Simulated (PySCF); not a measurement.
# Te⁺: ionisation energy

Te⁺ [Kr] 4d10 5s2 5p3 (4S) → Te²⁺ [Kr] 4d10 5s2 5p2 (3P), as a difference of total energies. Calculation: PySCF 2.14, in aug-cc-pwCVTZ-PP with ECP28MDF (8s7p6d4f1g, 96 functions); a scalar-relativistic core potential. Correlated levels: valence: 4s2 4p6 4d10 frozen; valence and next inner shell: nothing frozen outside the core potential. The calculations carry no spin-orbit coupling.

| method | ionisation energy (eV) |
| --- | --- |
| UHF | 18.345 |
| LDA | 18.925 |
| PBE | 18.750 |
| PBE0 | 18.852 |
| r2SCAN | 19.008 |
| wB97X-V | 18.613 |
| B3LYP | 18.751 |
| BLYP | 18.501 |
| M06-2X | 18.813 |
| MP2 (valence) | 18.787 |
| SCS-MP2 (valence) | 18.659 |
| MP2 (valence and next inner shell) | 19.003 |
| SCS-MP2 (valence and next inner shell) | 18.814 |

Problem. How much does correlation contribute at MP2 (valence and next inner shell)?

Solution. 19.003 − (18.345) = 0.658 eV, measured against UHF.

The reference lies between the lowest fine-structure levels, while these numbers refer to the centres of the terms.

Errors of the correlated levels include the incompleteness of this basis and the frozen core.

For comparison: 18.6 ± 0.4 eV (measured; NIST Atomic Spectra Database, ionization energies).
